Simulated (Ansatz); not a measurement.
Computed with Ansatz on PBE0-D4/def2-TZVP structures; ΔE is electronic, products minus reactants. CCSD(T)/CBS is the MP2 limit (def2-TZVPP, def2-QZVPP) plus CCSD(T) − MP2 in def2-TZVPP, frozen cores. This one scheme is used for every species. DFT in def2-TZVPP. B3LYP here is the variant with VWN-RPA as its local correlation; programs differ in this. For Br, Ga outer-core shells are correlated without core-valence functions, which leaves a few kJ/mol of doubt a bond. Scalar relativity is left out up to krypton. Each species was taken in one conformer, which may not be the lowest.

Consider the formal hydrolysis of a Ga–Br bond: `[SiH3][O][Ga]([Br])[Br]` + H₂O → `[OH][Ga]([Br])[O][SiH3]` + HBr.

`[SiH3][O][Ga]([Br])[Br]`:

Z-matrix (Å, degrees):
```
Si
O 1 1.642
H 1 1.488 2 111.0
H 1 1.487 2 110.1 3 120.5
H 1 1.484 2 108.0 3 -120.0
Ga 2 1.757 1 138.0 3 -34.9
Br 6 2.263 2 119.8 1 0.2
Br 6 2.254 2 118.3 1 -179.8
```

H₂O:

Z-matrix (Å, degrees):
```
O
H 1 0.960
H 1 0.960 2 105.1
```

`[OH][Ga]([Br])[O][SiH3]`:

```xyz
9

O    -2.747    1.094   -0.207
Ga   -1.033    0.858   -0.559
Br   -0.036    2.053   -2.193
O    -0.129   -0.326    0.390
Si    1.399   -0.911    0.487
H    -3.054    0.529    0.507
H     1.328   -2.339    0.889
H     2.100   -0.804   -0.821
H     2.172   -0.154    1.507
```

HBr:

Z-matrix (Å, degrees):
```
Br
H 1 1.420
```

(1) Is it downhill or uphill in electronic energy at CCSD(T)/CBS, and by how much? (Estimate.)

(2) What do these levels give: PBE-D4, revPBE-D4, BLYP-D4, PBE0-D4, B3LYP-D4, ωB97X-V, BLYP, BHLYP, CAM-B3LYP, MP2/def2-SVP, CCSD(T)/def2-SVP, CCSD(T)/def2-TZVPP? (Best estimate.)

Largest T1 diagnostic among the species: 0.012.

## Answers

(1) Computed: Uphill: ΔE = +16.6 kcal/mol.

(2) Ansatz gave: PBE-D4 16.2, revPBE-D4 16.1, BLYP-D4 15.1, PBE0-D4 17.6, B3LYP-D4 16.3, ωB97X-V 15.5, BLYP 14.0, BHLYP 16.5, CAM-B3LYP 14.3, MP2/def2-SVP 13.4, CCSD(T)/def2-SVP 12.9, CCSD(T)/def2-TZVPP 15.3 kcal/mol.

From BLYP to BHLYP (50 % exact exchange), in def2-TZVPP and without D4, ΔE moves by +2.4 kcal/mol. In def2-TZVPP, CCSD(T) changes the Hartree–Fock value by −2.3 kcal/mol (the triples alone add −0.2 kcal/mol) and MP2 by −1.6 kcal/mol. The D4 term adds +1.0 kcal/mol with B3LYP and +0.6 kcal/mol with PBE0; it sums over pairs of atoms, weighted by their polarisabilities, and B3LYP, whose exchange is more repulsive, gets the larger term.
